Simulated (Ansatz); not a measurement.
Born–Oppenheimer molecular dynamics of GeH4O (6 atoms, charge 0, multiplicity 1). It starts at the highest image of a converged band. Of that band: Neighbouring images differ by up to 1.7 eV, so the band resolves the path poorly. A vibrational analysis at the climbing image gives one clearly imaginary mode, 1186i cm⁻¹: a first-order saddle point.

All numbers below come from Ansatz, RKS PBE-D4/def2-SVP.

```json
{
 "ensemble": "NVE (velocity Verlet)",
 "time step": "0.5 fs",
 "steps asked": "200",
 "starting velocities drawn for": "100 K",
 "seed": "4298"
}
```

First frame:

```xyz
6
Properties=species:S:1:pos:R:3
Ge 0.189 0.008 -0.342
O 0.696 0.239 1.635
H 0.632 -0.650 2.044
H 1.565 -0.020 0.524
H -0.649 1.304 -0.604
H -0.860 -1.162 -0.332
```

(1) How far do the bonds stretch over the last three quarters of this one trajectory? (Pairs bonded in most of those frames.)

Answers

(1) 
| bond | mean (Å) | spread (Å) | shortest | longest |
| --- | --- | --- | --- | --- |
| Ge1–O2 | 1.856 | 0.134 | 1.65 | 2.06 |
| Ge1–H4 | 1.620 | 0.108 | 1.44 | 1.80 |
| Ge1–H5 | 1.566 | 0.032 | 1.52 | 1.64 |
| Ge1–H6 | 1.597 | 0.051 | 1.50 | 1.70 |
| O2–H3 | 0.978 | 0.007 | 0.97 | 0.99 |

Mean temperature of the second half: 2199 K. The conserved energy stayed within 0.36 meV per atom of its start (net change -0.067 meV per atom), so the integration is sound. The kinetic energy rose, since the run started high on the potential surface and went downhill. A run of 0.1 ps of so small a system gives no equilibrium averages. The orbitals stay closed-shell, which can raise the energy where a bond breaks towards radicals; this wasn't checked here.

Run time: 3.5 min on 1 thread of Arm Neoverse V2, on a shared host, peak memory 0.1 GiB.
